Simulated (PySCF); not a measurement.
# Structure and largest two-photon cross section among the few lowest singlets (linear parallel light, single beam, Lorentzian half width 0.1 eV, states within 0.08 eV summed)

Computed with TDDFT CAM-B3LYP/aug-cc-pVDZ excited states, vertical, gas phase in PySCF 2.14.0. Geometry: PBE0-D3(BJ)/def2-SVP.

Each molecule in one low-energy conformer.

Problem. How does the largest two-photon cross section among the few lowest singlets (linear parallel light, single beam, Lorentzian half width 0.1 eV, states within 0.08 eV summed) change along this series?
- CNc1ccc(F)cc1 (H on C replaced by NHCH3)
- O=S(=O)(O)c1ccc(F)cc1 (H on C replaced by SO3H)
- C#Cc1ccc(F)cc1 (H on C replaced by ethynyl)

Solution. 
```
             molecule  S1 (eV)  f(S1)  largest σ (GM)  at photon λ (nm)
        CNc1ccc(F)cc1     4.49  0.053             3.3               422
O=S(=O)(O)c1ccc(F)cc1     5.35  0.000             0.6               345
       C#Cc1ccc(F)cc1     5.07  0.008             0.5               407
```
The largest two-photon cross section among the few lowest singlets (linear parallel light, single beam, Lorentzian half width 0.1 eV, states within 0.08 eV summed) is lowest for C#Cc1ccc(F)cc1 and highest for CNc1ccc(F)cc1.
